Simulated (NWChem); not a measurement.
System: C$_{2}$H$_{3}$ClF$_{2}$; SMILES FC(F)CCl

NWChem input:

```
start job
memory heap 200 mb stack 900 mb global 1100 mb
geometry units angstroms noautosym nocenter noautoz
  F     -1.310167    -1.029876     0.074479
  C     -0.015226    -0.862523    -0.308311
  F      0.678185    -1.998714     0.015880
  C      0.619180     0.298127     0.441997
  Cl    -0.131668     1.855894    -0.015181
  H      0.014404    -0.724361    -1.413871
  H      0.487146     0.138169     1.529801
  H      1.699194     0.342906     0.205728
end
basis spherical
  F library cc-pvtz
  C library cc-pvtz
  Cl library cc-pvtz
  H library cc-pvtz
end
dft
  xc b3lyp
  iterations 150
  semidirect filesize 400000000
end
property
  efieldgrad
end
task dft property
```

Excerpt of the output:

```
             Northwest Computational Chemistry Package (NWChem) 7.3.0
             --------------------------------------------------------

                             Geometry "geometry" -> ""
                             -------------------------

 Output coordinates in angstroms (scale by  1.889725989 to convert to a.u.)

  No.       Tag          Charge          X              Y              Z
 ---- ---------------- ---------- -------------- -------------- --------------
    1 F                    9.0000    -1.31016700    -1.02987600     0.07447900
    2 C                    6.0000    -0.01522600    -0.86252300    -0.30831100
    3 F                    9.0000     0.67818500    -1.99871400     0.01588000
    4 C                    6.0000     0.61918000     0.29812700     0.44199700
    5 Cl                  17.0000    -0.13166800     1.85589400    -0.01518100
    6 H                    1.0000     0.01440400    -0.72436100    -1.41387100
    7 H                    1.0000     0.48714600     0.13816900     1.52980100
    8 H                    1.0000     1.69919400     0.34290600     0.20572800

 Effective nuclear repulsion energy (a.u.)     230.3569784072

                              NWChem Property Module
                              ----------------------

  itol2e modified to match energy
  convergence criterion.

                                 NWChem DFT Module
                                 -----------------

 Summary of "ao basis" -> "ao basis" (spherical)
 ------------------------------------------------------------------------------
       Tag                 Description            Shells   Functions and Types
 ---------------- ------------------------------  ------  ---------------------
 F                          cc-pvtz                 10       30   4s3p2d1f
 C                          cc-pvtz                 10       30   4s3p2d1f
 Cl                         cc-pvtz                 12       34   5s4p2d1f
 H                          cc-pvtz                  6       14   3s2p1d

  itol2e modified to match energy
  convergence criterion.

            General Information
            -------------------
          SCF calculation type: DFT
          Wavefunction type:  closed shell.
          No. of atoms     :     8
          No. of electrons :    50
           Alpha electrons :    25
            Beta electrons :    25
          Charge           :     0
          Spin multiplicity:     1
          Use of symmetry is: off; symmetry adaption is: off
          Maximum number of iterations: 150
          AO basis - number of functions:   196
                     number of shells:    70
          Convergence on energy requested:  1.00D-07
          Convergence on density requested:  1.00D-05
          Convergence on gradient requested:  5.00D-04

              XC Information
              --------------
                         B3LYP Method XC Potential
                     Hartree-Fock (Exact) Exchange  0.200
                        Slater Exchange Functional  0.800 local
                    Becke 1988 Exchange Functional  0.720 non-local
              Lee-Yang-Parr Correlation Functional  0.810
                  VWN I RPA Correlation Functional  0.190 local

             Grid Information
             ----------------
          Grid used for XC integration:  fine
          Radial quadrature: Mura-Knowles
          Angular quadrature: Lebedev.
          Tag              B.-S. Rad. Rad. Pts. Rad. Cut. Ang. Pts.
          ---              ---------- --------- --------- ---------
          F                   0.50       70          11.0       590
          C                   0.70       70           9.0       590
          Cl                  1.00      123          10.0       770
          H                   0.35       60          10.0       590
          Grid pruning is: on
          Number of quadrature shells:   583
          Spatial weights used:  Erf1

      Superposition of Atomic Density Guess
      -------------------------------------

 Sum of atomic energies:        -735.15069806

      Non-variational initial energy
      ------------------------------

 Total energy =    -736.835843
 1-e energy   =   -1474.669784
 2-e energy   =     507.476962
 HOMO         =      -0.352626
 LUMO         =       0.048851

------------------------------------------------------------
EAF file 0: "./job.aoints.0" size=758120448 bytes
------------------------------------------------------------
               write      read    awrite     aread      wait
               -----      ----    ------     -----      ----
     calls:     1446         0         0         0         0
   data(b): 7.58e+08  0.00e+00  0.00e+00  0.00e+00
   time(s): 0.00e+00  0.00e+00  0.00e+00  0.00e+00  0.00e+00
rate(mb/s): 0.00e+00  0.00e+00
------------------------------------------------------------

   convergence    iter        energy       DeltaE   RMS-Dens  Diis-err
 ---------------- ----- ----------------- --------- --------- ---------
 d= 0,ls=0.0,diis     1   -737.9056470501 -9.68D+02  4.90D-03  1.62D+00
 d= 0,ls=0.0,diis     2   -737.8023832877  1.03D-01  2.86D-03  2.75D+00
 d= 0,ls=0.0,diis     3   -738.0393524229 -2.37D-01  6.17D-04  8.71D-02
 d= 0,ls=0.0,diis     4   -738.0448652362 -5.51D-03  2.84D-04  8.90D-03
 d= 0,ls=0.0,diis     5   -738.0455653224 -7.00D-04  5.10D-05  1.99D-04
  Resetting Diis
 d= 0,ls=0.0,diis     6   -738.0455854020 -2.01D-05  1.23D-05  2.04D-05
 d= 0,ls=0.0,diis     7   -738.0455872323 -1.83D-06  6.49D-06  2.07D-06
 d= 0,ls=0.0,diis     8   -738.0455870111  2.21D-07  4.03D-06  4.90D-06
 d= 0,ls=0.0,diis     9   -738.0455874077 -3.97D-07  3.78D-07  1.93D-08
 d= 0,ls=0.0,diis    10   -738.0455874095 -1.75D-09  9.07D-08  1.77D-09

         Total DFT energy =     -738.045587409471
      One electron energy =    -1476.717499507243
           Coulomb energy =      569.458351178643
    Exchange-Corr. energy =      -61.143417488118
 Nuclear repulsion energy =      230.356978407246

 Numeric. integr. density =       49.999999754277

                       DFT Final Molecular Orbital Analysis
                       ------------------------------------

 Vector   23  Occ=2.000000D+00  E=-3.709282D-01
              MO Center= -1.1D-01, -6.3D-01, -2.0D-01, r^2= 2.9D+00
   Bfn.  Coefficient  Atom+Function         Bfn.  Coefficient  Atom+Function
  ----- ------------  ---------------      ----- ------------  ---------------
   156      0.225433  6 H  s                 10      0.221595  1 F  pz
    70      0.218039  3 F  pz                 7      0.191708  1 F  pz
    67      0.188752  3 F  pz                94     -0.182618  4 C  s
    13      0.178730  1 F  pz                73      0.176702  3 F  pz
    40     -0.152200  2 C  pz               131      0.150616  5 Cl pz

 Vector   24  Occ=2.000000D+00  E=-3.203700D-01
              MO Center= -5.7D-02,  1.4D+00,  2.3D-02, r^2= 2.3D+00
   Bfn.  Coefficient  Atom+Function         Bfn.  Coefficient  Atom+Function
  ----- ------------  ---------------      ----- ------------  ---------------
   131      0.400568  5 Cl pz               137      0.280155  5 Cl pz
   130      0.220550  5 Cl py               134      0.204392  5 Cl pz
   129      0.189532  5 Cl px               136      0.160775  5 Cl py
   135      0.129095  5 Cl px               133      0.108821  5 Cl py
   132      0.097586  5 Cl px               100     -0.093954  4 C  pz

[...]

          -----------------------
          Electric field gradient
          -----------------------

 1 a.u. = 0.324123 10**(16) esu/cm**3  ( or statvolts/cm**2 ) = 0.97174 10**(22) v/m**2

 ------------------------------------------------------------
   Atom      X         Y         Z
 ------------------------------------------------------------
    1 F   -2.47586  -1.94618   0.14074
 ------------------------------------------------------------

 Electric field gradient in molecular frame (a.u.)
         XX             YY             ZZ             XY             XZ             YZ
 ------------------------------------------------------------------------------------------
       -2.408501       1.236462       1.172039      -0.486751       1.189906       0.255897

 Principal components (a.u.) and orientation
 of principal axis w.r.t. absolute frame                      Asymmetry parameter eta
 --------------------------------------------------------------------------------------
       -2.839442       1.571912       1.267530                       0.107198

        0.948082       0.226119      -0.223629
        0.131404       0.361819       0.922941
       -0.289608       0.904410      -0.313321

 ------------------------------------------------------------
   Atom      X         Y         Z
 ------------------------------------------------------------
    2 C   -0.02877  -1.62993  -0.58262
 ------------------------------------------------------------

 Electric field gradient in molecular frame (a.u.)
         XX             YY             ZZ             XY             XZ             YZ
 ------------------------------------------------------------------------------------------
       -0.336610      -0.085581       0.422191       0.199807       0.113346       0.178102

 Principal components (a.u.) and orientation
 of principal axis w.r.t. absolute frame                      Asymmetry parameter eta
 --------------------------------------------------------------------------------------
        0.513271      -0.447274      -0.065997                       0.742838

        0.202530       0.878677       0.432330
        0.340630      -0.477121       0.810140
        0.918125      -0.016813      -0.395934

 ------------------------------------------------------------
   Atom      X         Y         Z
 ------------------------------------------------------------
    3 F    1.28158  -3.77702   0.03001
 ------------------------------------------------------------

 Electric field gradient in molecular frame (a.u.)
         XX             YY             ZZ             XY             XZ             YZ
 ------------------------------------------------------------------------------------------
        0.269526      -1.528200       1.258673       1.718337      -0.454578       0.904865

 Principal components (a.u.) and orientation
 of principal axis w.r.t. absolute frame                      Asymmetry parameter eta
 --------------------------------------------------------------------------------------
       -2.818603       1.535244       1.283358                       0.089366

       -0.498751       0.161149       0.851633
        0.832736       0.361631       0.419255
       -0.240414       0.918289      -0.314559

 ------------------------------------------------------------
   Atom      X         Y         Z
 ------------------------------------------------------------
    4 C    1.17008   0.56338   0.83525
 ------------------------------------------------------------

 Electric field gradient in molecular frame (a.u.)
         XX             YY             ZZ             XY             XZ             YZ
 ------------------------------------------------------------------------------------------
        0.111775      -0.294988       0.183214       0.218142      -0.109599       0.106562

 Principal components (a.u.) and orientation
 of principal axis w.r.t. absolute frame                      Asymmetry parameter eta
 --------------------------------------------------------------------------------------
       -0.423133       0.268238       0.154895                       0.267866

       -0.407448      -0.682789       0.606453
        0.884047      -0.128368       0.449425
       -0.229013       0.719250       0.655920

 ------------------------------------------------------------
   Atom      X         Y         Z
 ------------------------------------------------------------
    5 Cl  -0.24882   3.50713  -0.02869
 ------------------------------------------------------------

 Electric field gradient in molecular frame (a.u.)
         XX             YY             ZZ             XY             XZ             YZ
 ------------------------------------------------------------------------------------------
        0.975181      -2.510495       1.535314       2.110674      -0.668621       1.256369

 Principal components (a.u.) and orientation
 of principal axis w.r.t. absolute frame                      Asymmetry parameter eta
 --------------------------------------------------------------------------------------
       -3.878213       2.012841       1.865372                       0.038025

       -0.414941       0.818177       0.398008
        0.873672       0.236173       0.425347
       -0.254010      -0.524223       0.812816

 ------------------------------------------------------------
   Atom      X         Y         Z
 ------------------------------------------------------------
    6 H    0.02722  -1.36884  -2.67183
 ------------------------------------------------------------

 Electric field gradient in molecular frame (a.u.)
         XX             YY             ZZ             XY             XZ             YZ
 ------------------------------------------------------------------------------------------
        0.110877       0.111461      -0.222338       0.001189       0.011390       0.042338

 Principal components (a.u.) and orientation
 of principal axis w.r.t. absolute frame                      Asymmetry parameter eta
 --------------------------------------------------------------------------------------
       -0.227992       0.117774       0.110217                       0.033145

       -0.032902       0.368394       0.929087
       -0.123584       0.920957      -0.369547
        0.991789       0.126979      -0.015226

 ------------------------------------------------------------
   Atom      X         Y         Z
 ------------------------------------------------------------
    7 H    0.92057   0.26110   2.89090
 ------------------------------------------------------------

 Electric field gradient in molecular frame (a.u.)
         XX             YY             ZZ             XY             XZ             YZ
 ------------------------------------------------------------------------------------------
        0.123380       0.111680      -0.235060      -0.003415       0.045281       0.050423

 Principal components (a.u.) and orientation
 of principal axis w.r.t. absolute frame                      Asymmetry parameter eta
 --------------------------------------------------------------------------------------
       -0.247775       0.129730       0.118045                       0.047160

       -0.121186       0.957233      -0.262715
       -0.139021       0.245690       0.959328
        0.982846       0.152780       0.103301

 ------------------------------------------------------------
   Atom      X         Y         Z
 ------------------------------------------------------------
    8 H    3.21101   0.64800   0.38877
 ------------------------------------------------------------

 Electric field gradient in molecular frame (a.u.)
         XX             YY             ZZ             XY             XZ             YZ
 ------------------------------------------------------------------------------------------
       -0.230617       0.118714       0.111903      -0.016069       0.081033       0.004698

 Principal components (a.u.) and orientation
 of principal axis w.r.t. absolute frame                      Asymmetry parameter eta
 --------------------------------------------------------------------------------------
       -0.249578       0.130211       0.119367                       0.043449

        0.974654       0.213895      -0.065558
        0.045321       0.098184       0.994136
       -0.219078       0.971910      -0.086002
```

Level: B3LYP/cc-pVTZ. All runs use the structure optimised with PBE-D3(BJ)/def2-SVP. NWChem prints the field gradient with the sign opposite to the second derivative of the potential.
